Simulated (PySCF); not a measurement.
The multiplicity is imposed and other spin states were not computed.

## [Ti(F)3(CH3)] (charge 0, multiplicity 1)

Level of theory: PySCF with TPSSh-D3(BJ)/def2-TZVP // PBE-D3(BJ)/def2-SVP.

The HOMO is -8.05 eV, the dipole moment is 1.48 D and the LUMO comes out as -3.11 eV. The HOMO–LUMO gap is 4.94 eV and the charge on the central atom (Mulliken) is 1.48 e. The charge on the central atom (meta-Löwdin) is 1.54 e and the total energy is -32362.72 eV. The cost is around 4 core-minutes (rough).

Bonded distances (Å): Ti1–F2 1.749, Ti1–F3 1.749, Ti1–F4 1.749, Ti1–C5 2.052, C5–H6 1.111, C5–H7 1.111, C5–H8 1.111. Bond angles (°): F2–Ti1–F3 112.2, F2–Ti1–F4 112.2, F2–Ti1–C5 106.6, F3–Ti1–F4 112.2, F3–Ti1–C5 106.6, F4–Ti1–C5 106.6, Ti1–C5–H6 109.3, Ti1–C5–H7 109.2, Ti1–C5–H8 109.3, H6–C5–H7 109.7, H6–C5–H8 109.7, H7–C5–H8 109.7.
Charge 0, spin multiplicity 1.
